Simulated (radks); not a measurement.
The numbers below are computed, except where a source is named.
The magnesium ion Mg3+, 9 electrons, occupied as [He] 2s1 2p6 (not the ground configuration). Level of theory: Dirac Kohn-Sham, XLYP, spin-unpolarised, spherical densities, finite nucleus; Fermi nuclear charge, rms radius 3.057 fm (a radial shooting solver on a logarithmic mesh with Libxc functionals).

X-ray form factor f0, the Fourier transform of the density (f0(0) = 9):

sin(theta)/lambda (1/angstrom)  f0 (electrons)
0.05                                     8.932
0.1                                      8.731
0.15                                     8.413
0.2                                      7.999
0.25                                     7.513
0.3                                      6.984
0.4                                      5.890
0.5                                      4.869
0.6                                      4.000
0.8                                      2.775
1                                        2.085
1.25                                     1.639
1.5                                      1.399
2                                        1.100
